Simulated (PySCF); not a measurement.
**Electron correlation in Fe (iron, neutral)**

[Ar] 3d6 4s1 4p1, one real determinant (an excited configuration). All numbers are calculated (PySCF 2.14, the non-relativistic Hamiltonian (point nucleus), in dyall-av2z (16s12p7d2f, 101 functions)). Frozen: [Ar]; 8 electrons correlated; the 25 highest virtual orbitals of each spin left out.

```
  level  correlation energy (mhartree)
   CCSD                        -140.69
    (T)                          -3.80
CCSD(T)                        -144.49
```

Diagnostics: T1 = 0.014, D1 = 0.0329, largest double amplitude 0.035.

The real determinant used has ⟨L²⟩ near 8 against 12 for a pure F term, so it mixes terms.

Cost of the coupled-cluster step: roughly 16 core-seconds, for 8 correlated electrons.

The reference is one real determinant that mixes LS terms of this configuration.
